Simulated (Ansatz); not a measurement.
H2Mo, SMILES [MoH2] (connectivity only; charge and spin as stated), neutral, multiplicity 5.

Geometry: r2SCAN-D4/def2-TZVPD. The multiplicity is an assumed one; other spin states were not compared. The def2 effective core potentials stand for the cores of Mo; spin–orbit coupling is left out.

Two levels are set side by side: PBE/def2-TZVPD (Ansatz, an electronic-structure program) and CAM-B3LYP/def2-TZVPD (Ansatz). Energy differences of separate SCF runs at the same geometry; the states with an electron removed or added have multiplicity 4 and 6. Differences are taken from unrounded values.

```json
[
 {"quantity": "vertical ionisation energy (eV)", "CAM-B3LYP": "8.28"}
]
```

**Question.** What does PBE give, and how far is it from CAM-B3LYP? (An estimate is asked for; the answer gives what the named calculation found.)

**Answer.** 
```tsv
quantity	PBE	PBE minus CAM-B3LYP
vertical ionisation energy (eV)	8.38	0.10
```

Here PBE gives about what the other level gives.
